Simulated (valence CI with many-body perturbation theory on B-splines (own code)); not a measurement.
**E1 line list for Rb XXXII**

Calculated by valence CI with perturbative core correlation (CI+MBPT): four valence electrons over a frozen Dirac-Fock core [He], radial functions for each j: 11 s, 11 p, 10 d, 8 f, 5 g, 2 h, with the one-electron correlation potential Σ1, the two-electron term Σ2, the three-electron term Σ3, Breit, model QED; selected CI, second order for the rest, scaled by the run's own slope (own B-spline code, finite nucleus).

The last digits are not significant, and no measured levels were compared; by estimate large intervals hold to a few tenths of a per cent, small ones and those within an open d or f shell to about a per cent. Among the levels kept, up to 1100 cm⁻¹ of a level comes from second order outside the variational space, and about a tenth of that is noise between levels of different J, which matters for small intervals.

Lines 151 to 200 of 538 in falling wavelength, among levels below 2585.9 eV, chosen from the strongest by gf and those to the six lowest levels. Wavelengths and rates use the calculated energies. Electric multipoles are in the length gauge, E1 and E2 with the static RPA response of the core. Weak lines are less certain than strong ones. Lines between different terms over intervals too small for the method are left out, as are lines whose strength nearly cancels. Where a level lies close to another of its J and parity, the split of strength between their lines is uncertain. The highest levels of a list are the least certain.

Levels are named by their leading jj configuration (3d3/2^4 stands for four electrons in 3d with j = 3/2), which in mixed levels can hold well under half, so a name can repeat and another be missing. Letters in brackets count levels of one name in rising energy.

```csv
λ vac (Å),Upper,Lower,A (s⁻¹),S (a.u.) with core polarisation,S without
76.75,(2p1/2^2 2p3/2^2) J=2,(2s 2p1/2 2p3/2^2) J=3,4.08e+10,4.55e-02,4.57e-02
76.45,(2s 2p3/2^2 3p1/2) J=3,(2s^2 2p3/2 3p1/2) J=2,1.46e+10,2.26e-02,2.27e-02
75.20,(2p1/2^2 2p3/2 3d5/2) J=4,(2s 2p1/2 2p3/2 3d5/2) J=4 [a],1.31e+10,2.47e-02,2.48e-02
74.82,(2s 2p1/2 2p3/2^2) J=2 [a],(2s^2 2p1/2 2p3/2) J=1,2.38e+10,2.46e-02,2.46e-02
72.06,(2p1/2 2p3/2^2 3p3/2) J=3 [b],(2s 2p1/2 2p3/2 3p3/2) J=2 [c],1.69e+10,2.18e-02,2.19e-02
71.74,(2s 2p1/2 2p3/2^2) J=3,(2s^2 2p1/2 2p3/2) J=2,1.58e+10,2.02e-02,2.02e-02
71.60,(2p1/2 2p3/2^2 3p1/2) J=2 [b],(2s 2p1/2 2p3/2 3p1/2) J=1 [c],2.32e+10,2.10e-02,2.11e-02
71.02,(2p1/2 2p3/2^2 3p3/2) J=4,(2s 2p1/2 2p3/2 3p3/2) J=3 [d],2.44e+10,3.88e-02,3.89e-02
70.89,(2s 2p3/2^2 3p3/2) J=2 [a],(2s^2 2p3/2 3p3/2) J=1,2.31e+10,2.03e-02,2.04e-02
70.18,(2p1/2 2p3/2^2 3s) J=3,(2s 2p1/2 2p3/2 3s) J=2 [c],2.83e+10,3.38e-02,3.39e-02
70.14,(2p1/2 2p3/2^3) J=1,(2s 2p1/2 2p3/2^2) J=1 [b],5.76e+10,2.95e-02,2.95e-02
69.63,(2p1/2 2p3/2^2 3p1/2) J=3,(2s 2p1/2 2p3/2 3p1/2) J=2 [c],2.56e+10,2.99e-02,3.00e-02
69.19,(2p1/2^2 2p3/2^2) J=2,(2s 2p1/2 2p3/2^2) J=2 [a],2.68e+10,2.19e-02,2.20e-02
66.04,(2s 2p1/2 2p3/2 3d5/2) J=4 [c],(2s^2 2p1/2 3d5/2) J=3,3.90e+10,4.99e-02,5.00e-02
65.52,(2s 2p3/2^2 3d5/2) J=4 [b],(2s^2 2p3/2 3d5/2) J=3,1.49e+10,1.87e-02,1.87e-02
65.52,(2s 2p1/2 2p3/2 3p3/2) J=3 [d],(2s^2 2p1/2 3p3/2) J=2,5.07e+10,4.93e-02,4.94e-02
65.32,(2s 2p1/2 2p3/2 3d5/2) J=3 [c],(2s^2 2p1/2 3d5/2) J=2,4.02e+10,3.87e-02,3.88e-02
64.65,(2s 2p1/2 2p3/2 3d3/2) J=1 [d],(2s^2 2p1/2 3d3/2) J=1,4.46e+10,1.78e-02,1.79e-02
64.55,(2s 2p1/2 2p3/2 3d3/2) J=3 [c],(2s^2 2p1/2 3d3/2) J=2,4.11e+10,3.82e-02,3.83e-02
64.25,(2p3/2^4) J=0,(2s 2p3/2^3) J=1,2.48e+11,3.25e-02,3.26e-02
64.21,(2s 2p1/2 2p3/2 3p3/2) J=2 [c],(2s^2 2p1/2 3p3/2) J=1,5.20e+10,3.40e-02,3.41e-02
64.03,(2s 2p1/2 2p3/2 3p1/2) J=2 [c],(2s^2 2p1/2 3p1/2) J=1,5.59e+10,3.62e-02,3.63e-02
63.66,(2s 2p1/2 2p3/2 3d5/2) J=2 [c],(2s^2 2p1/2 3d5/2) J=2,4.28e+10,2.73e-02,2.73e-02
63.60,(2s 2p1/2 2p3/2 3s) J=2 [c],(2s^2 2p1/2 3s) J=1,5.34e+10,3.39e-02,3.40e-02
63.48,(2s 2p3/2^2 3d5/2) J=2 [b],(2s^2 2p3/2 3d5/2) J=1,3.71e+10,2.34e-02,2.35e-02
63.18,(2s 2p3/2^3) J=2,(2s^2 2p3/2^2) J=2,9.24e+10,5.75e-02,5.76e-02
63.15,(2s 2p1/2 2p3/2 3d3/2) J=2 [d],(2s^2 2p1/2 3d3/2) J=1,3.42e+10,2.12e-02,2.13e-02
62.95,(2s 2p1/2 2p3/2 3d3/2) J=2 [c],(2s^2 2p1/2 3d3/2) J=2,6.55e+10,4.03e-02,4.04e-02
62.69,(2s 2p1/2 2p3/2 3p1/2) J=1 [c],(2s^2 2p1/2 3p1/2) J=0,6.63e+10,2.42e-02,2.42e-02
62.67,(2s 2p1/2 2p3/2 3p1/2) J=1 [b],(2s^2 2p1/2 3p1/2) J=1,8.57e+10,3.12e-02,3.13e-02
62.58,(2s 2p1/2 2p3/2 3d5/2) J=3 [d],(2s^2 2p1/2 3d5/2) J=3,6.81e+10,5.77e-02,5.78e-02
62.53,(2s 2p1/2 2p3/2 3d5/2) J=1 [c],(2s^2 2p1/2 3d5/2) J=2,5.44e+10,1.97e-02,1.97e-02
62.51,(2s 2p3/2^2 3d5/2) J=3 [d],(2s^2 2p3/2 3d5/2) J=3,7.84e+10,6.62e-02,6.64e-02
62.40,(2p1/2^2 2p3/2^2) J=2,(2s 2p1/2^2 2p3/2) J=1,3.30e+10,1.98e-02,1.98e-02
62.25,(2s 2p1/2 2p3/2 3p3/2) J=1 [c],(2s^2 2p1/2 3p3/2) J=1,6.51e+10,2.32e-02,2.33e-02
62.22,(2p1/2 2p3/2^3) J=2,(2s 2p1/2 2p3/2^2) J=2 [b],7.26e+10,4.32e-02,4.33e-02
62.15,(2s 2p1/2 2p3/2 3p3/2) J=2 [d],(2s^2 2p1/2 3p3/2) J=2,7.68e+10,4.55e-02,4.56e-02
61.89,(2p1/2 2p3/2^2 3p3/2) J=3 [b],(2s 2p1/2 2p3/2 3p3/2) J=3 [c],2.36e+10,1.94e-02,1.94e-02
61.33,(2s 2p1/2 2p3/2 3s) J=1 [c],(2s^2 2p1/2 3s) J=1,7.99e+10,2.73e-02,2.74e-02
61.23,(2s 2p1/2^2 2p3/2) J=1,(2s^2 2p1/2^2) J=0,6.87e+10,2.34e-02,2.34e-02
61.13,(2s 2p1/2 2p3/2 3d5/2) J=2 [d],(2s^2 2p1/2 3d5/2) J=3,1.14e+11,6.43e-02,6.45e-02
61.08,(2s 2p1/2 2p3/2 3d3/2) J=1 [c],(2s^2 2p1/2 3d3/2) J=2,1.07e+11,3.60e-02,3.61e-02
60.99,(2s 2p1/2 2p3/2 3p3/2) J=1 [d],(2s^2 2p1/2 3p3/2) J=2,1.13e+11,3.79e-02,3.80e-02
60.93,(2p1/2^2 2p3/2 3d5/2) J=4,(2s 2p1/2^2 3d5/2) J=3,2.76e+10,2.78e-02,2.78e-02
60.90,(2s 2p3/2^2 3d5/2) J=3 [b],(2s^2 2p3/2 3d3/2) J=3,4.83e+10,3.77e-02,3.78e-02
60.82,(2p1/2 2p3/2^2 3s) J=1 [b],(2s 2p1/2 2p3/2 3s) J=2 [c],8.81e+10,2.94e-02,2.94e-02
60.72,(2p1/2 2p3/2^2 3p1/2) J=1 [b],(2s 2p1/2 2p3/2 3p1/2) J=2 [c],6.38e+10,2.11e-02,2.12e-02
60.67,(2s 2p3/2^2 3p3/2) J=2 [c],(2s^2 2p3/2 3p3/2) J=2,5.79e+10,3.19e-02,3.20e-02
60.52,(2p1/2^2 2p3/2 3p3/2) J=3,(2s 2p1/2^2 3p3/2) J=2,3.74e+10,2.86e-02,2.87e-02
60.48,(2s 2p3/2^2 3d3/2) J=1 [b],(2s^2 2p3/2 3d3/2) J=2,1.11e+11,3.63e-02,3.64e-02
```
